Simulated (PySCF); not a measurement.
Computed shifts of a molecule C4H4F2O2, PBE0/pcSseg-1 run with PySCF, GIAO, gas phase, equivalent atoms averaged, in ppm (number of nuclei): ¹³C: 209.9 (1), 130.5 (1), 73.8 (1), 41.7 (1). ¹⁹F: -71.0 (1), -77.2 (1). ¹H: 10.42 (1), 4.55 (1), 3.55 (1), 3.05 (1). References: ¹⁷O against H2O (σ = 334.2 ppm); ¹³C against TMS (σ = 186.3 ppm); ¹⁹F against CFCl3 (σ = 167.2 ppm); ¹H against TMS (σ = 31.56 ppm), references at their B3LYP-D3(BJ)/def2-TZVP geometries, non-relativistic. Geometry optimised at B3LYP-D3(BJ)/def2-SVP. Other conformers were not sampled.

Question: Identify the compound among the candidates.
A. O=C[C@@H]1CC(F)(F)O1
B. C=COC(=O)C(F)F
C. FC(F)=CC1OCO1
D. FC(F)=C1OCCO1

Answer: A, O=C[C@@H]1CC(F)(F)O1
